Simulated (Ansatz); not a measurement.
Cost and result for the atomization energy of CH₅FOSeSi (`FCO[SiH2][SeH]`) (10 atoms, 9 bonds).

```
atom   x (Å)   y (Å)   z (Å)
  F1   2.142  -0.586  -0.387
  C2   1.198  -0.828   0.585
  O3   0.451   0.301   0.817
 Si4  -0.507   1.066  -0.291
 Se5  -1.881  -0.369  -1.397
  H6   1.727  -1.087   1.505
  H7   0.576  -1.656   0.227
  H8  -1.275   2.039   0.510
  H9   0.288   1.715  -1.357
 H10  -2.719  -0.594  -0.211
```

Charge 0, multiplicity 1. Correlated methods include outer-core shells of Se, which these sets cover unevenly. Scalar relativity is left out up to krypton. The structure was optimised at the PBE0-D4/def2-TZVP level. It is one conformer, not always the lowest. Program: Ansatz. All runs use 4 threads of an Intel Xeon on a shared host. Times are those of one run each, without the atoms' runs, and a repeat can differ threefold. Electronic energies, without spin–orbit coupling; frozen cores. CCSD(T)/CBS adds CCSD(T) − MP2 in def2-TZVPP to the MP2 limit, and its time is that of the two runs behind it. T1 = 0.011. With those shells the extrapolation isn't a true limit. B3LYP takes the VWN-RPA correlation (the form of Gaussian; ORCA's B3LYP/G).

CCSD(T)/CBS is a level of theory with its own doubt, some kJ/mol a heavy atom from the limit and from the frozen cores, so smaller differences don't rank the functionals.

| level | functions | wall time | atomization (kJ/mol) | difference from CCSD(T)/CBS | per bond |
| --- | --- | --- | --- | --- | --- |
| PBE-D4/def2-TZVPP (with forces) | 253 | 2.2 s | 3513.3 | 40.1 | 4.5 |
| PBE0-D4/def2-TZVPP | 253 | 2.8 s | 3439.2 | -34.0 | -3.8 |
| r2SCAN-D4/def2-TZVPP (with forces) | 253 | 3.9 s | 3468.5 | -4.7 | -0.5 |
| B3LYP-D4/def2-TZVPP (with forces) | 253 | 4.5 s | 3445.1 | -28.1 | -3.1 |
| B2PLYP/def2-TZVPP | 253 | 5.5 s | 3410.4 | -62.8 | -7.0 |
| ωB97X-V/def2-TZVPP | 253 | 7 s | 3476.5 | 3.3 | 0.4 |
| ωB97M-V/def2-TZVPP (with forces) | 253 | 9.5 s | 3460.6 | -12.6 | -1.4 |
| MP2/def2-QZVPP | 480 | 20 s | 3495.1 | 21.9 | 2.4 |
| CCSD(T)/def2-TZVPP | 253 | 2.4 min | 3368.2 | -105.0 | -11.7 |
| CCSD(T)/CBS(def2) | – | 2.8 min | 3473.2 | 0.0 | 0.0 |

The D4 term adds +36.2 kJ/mol with B3LYP and +19.0 kJ/mol with PBE0; it sums over pairs of atoms, weighted by their polarisabilities, and B3LYP, whose exchange is more repulsive, gets the larger term. From PBE to PBE0 (25 % exact exchange), in def2-TZVPP and without D4, the atomization energy moves by −70.8 kJ/mol: exact exchange takes away binding that semilocal exchange gives to molecules. In def2-TZVPP, CCSD(T) changes the Hartree–Fock value by +914.7 kJ/mol (the triples alone add +55.4 kJ/mol) and MP2 by +979.6 kJ/mol; breaking electron pairs costs correlation energy, which Hartree–Fock lacks.
